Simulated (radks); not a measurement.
K+, 18 electrons, occupied as [Ar].

Calculated with a radial shooting solver on a logarithmic mesh with Libxc functionals: scalar-relativistic Kohn-Sham, PBE, spin-polarised, spherical densities, finite nucleus; Fermi nuclear charge, rms radius 3.4349 fm.

Energy parts (Ry):
| part | energy |
|---|---|
| total | -1203.85475 |
| kinetic | 1211.08663 |
| electron-nucleus | -2856.99626 |
| Hartree | 508.55045 |
| exchange-correlation | -66.49558 |

Orbitals (lengths in bohr, moments of r in powers of bohr; r(90%) holds 90 % of the orbital's charge):
| orbital | occ. | eigenvalue (Ry) | r(90%) |
|---|---|---|---|
| 1s | 2 | -259.3341 | 0.145 |
| 2s | 2 | -26.42785 | 0.604 |
| 2p | 6 | -21.04146 | 0.579 |
| 3s | 2 | -3.04669 | 1.91 |
| 3p | 6 | -1.82895 | 2.22 |

The highest occupied level is 3p at -24.884 eV. The density falls to 0.001 e/bohr^3 at r = 3.31 bohr.
